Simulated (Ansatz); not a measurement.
Basis-set series for `P#[As]`. Total charge 0; spin multiplicity 1. Geometry: relaxed with PBE0-D4/def2-TZVP.

```json
{"functional": "PBE0-D4", "basis": "def2-SVP", "functions": "50", "energy (Eh)": "-2576.43915", "HOMO (eV)": "-7.75", "LUMO (eV)": "-2.50"}
{"functional": "PBE0-D4", "basis": "def2-TZVPP", "functions": "90", "energy (Eh)": "-2576.83069", "HOMO (eV)": "-7.76", "LUMO (eV)": "-2.59"}
{"functional": "ωB97M-V", "basis": "def2-SVP", "functions": "50", "energy (Eh)": "-2576.69944", "HOMO (eV)": "-9.64", "LUMO (eV)": "-0.41"}
{"functional": "ωB97M-V", "basis": "def2-TZVPP", "functions": "90", "energy (Eh)": "-2577.08930", "HOMO (eV)": "-9.67", "LUMO (eV)": "-0.56"}
```

Task: Give the rows for def2-QZVPP. (Best estimate.)

Result: Computed: 
```csv
functional,basis,functions,energy (Eh),HOMO (eV),LUMO (eV)
PBE0-D4,def2-QZVPP,159,-2576.88959,-7.80,-2.65
ωB97M-V,def2-QZVPP,159,-2577.14643,-9.73,-0.68
```

Scalar relativity is left out up to krypton.
